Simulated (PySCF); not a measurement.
Si3H7ClO2

The system: Si3H7ClO2, a small molecule; neutral, singlet. The structure, one conformer, was relaxed in the gas phase by PBE0-D3(BJ)/def2-SVP. No frequency run checks that it is a minimum.

SMILES: [SiH3]O[SiH](Cl)O[SiH3]

```csv
atom,x (Å),y (Å),z (Å)
Si1,-1.331,0.015,-0.572
O2,-0.853,-1.068,0.558
Si3,0.281,-2.247,0.881
O4,-0.694,1.492,-0.280
Si5,0.740,2.336,-0.163
Cl6,-0.640,-0.650,-2.404
H7,-2.800,0.116,-0.596
H8,0.123,-2.643,2.307
H9,0.060,-3.427,-0.003
H10,1.654,-1.706,0.657
H11,0.413,3.787,-0.120
H12,1.602,2.038,-1.343
H13,1.454,1.940,1.086
```

Shieldings: GIAO PBE0/pcSseg-1. Shifts are against computed references at the same level: H TMS (σ 31.27 ppm), Si TMS (σ 352.0 ppm). Core levels by delta-SCF with SCAN, pcX-2 on the ionised atom and pcseg-1 elsewhere, spin-free X2C (2p3/2 is the spin-free 2p value less a third of a first-order spin-orbit splitting); from the vacuum level, for chosen atoms.

**Question.** Give the NMR and core-level values of the distinct atoms.

**Answer.** 
```csv
atoms,bonded to,σ (ppm),δ (ppm),core level (eV)
Si1,1 Cl + 2 O + 1 H,398.5,-46.5,2p3/2 108.76
O2,2 Si,269.1,-,1s 538.32
Si3,1 O + 3 H,388.4,-36.4,2p3/2 107.87
O4,2 Si,266.0,-,1s 538.30
Si5,1 O + 3 H,390.3,-38.3,-
Cl6,1 Si,866.9,-,2p3/2 206.00
H7,1 Si,26.35,4.91,-
H8 H9 H10,1 Si,26.23,5.04,-
H11 H12 H13,1 Si,26.17,5.10,-
```

Values are those of this one static structure, with the three H of a rotating XH3 group averaged; atoms that internal rotation interchanges would show their mean in an NMR spectrum.

**Question.** Which of Si1, Si3 holds its core electrons tightest, and by how much against the loosest?

**Answer.** Si1 (bonded to 1 Cl + 2 O + 1 H), by 0.89 eV over Si3 (bonded to 1 O + 3 H).

**Question.** By CAM-B3LYP/def2-SVPD (TDDFT singlets, Tamm-Dancoff triplets, ionisation by delta-SCF), where does absorption start, and what does vertical ionisation take?

**Answer.** The lowest singlet lies at 7.72 eV (f 0.002), the strongest of the first 6 at 8.54 eV (f 0.075), the lowest triplet at 7.32 eV; vertical ionisation takes 11.14 eV.
